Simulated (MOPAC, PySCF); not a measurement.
C3H7N, SMILES `C/C=N\C`, neutral singlet in the gas phase. 

Cartesian coordinates (Å):
```xyz
11

C     -1.3718    -0.4202    -0.1002
C     -0.5780     0.8295    -0.3253
N      0.6695     1.0219    -0.3218
C      1.6050    -0.0422    -0.0755
H     -2.0034    -0.6117    -0.9728
H     -2.0484    -0.2730     0.7470
H     -0.7674    -1.3046     0.0901
H     -1.1883     1.7166    -0.5231
H      1.1769    -1.0355     0.1013
H      2.2169     0.2283     0.7899
H      2.2874    -0.1074    -0.9277
```
Charge 0, spin multiplicity 1.

All levels are single points at this geometry (PBE0-D3(BJ)/def2-TZVP); Pople sets use spherical d functions. Orbital energies aren't observables, and empty levels follow the basis.

AM1 in MOPAC gives gap (eV) = 11.55.

**Question.** Estimate the gap (eV) from each of these levels: PBE-D3(BJ)/def2-TZVP in PySCF; PBE0-D3(BJ)/def2-TZVP in PySCF; B3LYP/3-21G in PySCF; B3LYP/6-311+G** in PySCF; B3LYP/6-31G* in PySCF; BP86/6-31G* in PySCF; M06-2X/6-31G* in PySCF; PBE/6-31G* in PySCF; SVWN5/6-31G* in PySCF; HF/6-31G* in PySCF; HF/STO-3G in PySCF; PM3 in MOPAC.

**Answer.** 
```csv
level,gap (eV)
PBE-D3(BJ)/def2-TZVP in PySCF,4.53
PBE0-D3(BJ)/def2-TZVP in PySCF,7.15
B3LYP/3-21G in PySCF,6.59
B3LYP/6-311+G** in PySCF,6.59
B3LYP/6-31G* in PySCF,6.78
BP86/6-31G* in PySCF,4.62
M06-2X/6-31G* in PySCF,9.78
PBE/6-31G* in PySCF,4.60
SVWN5/6-31G* in PySCF,4.47
HF/6-31G* in PySCF,15.46
HF/STO-3G in PySCF,16.98
PM3 in MOPAC,10.95
```
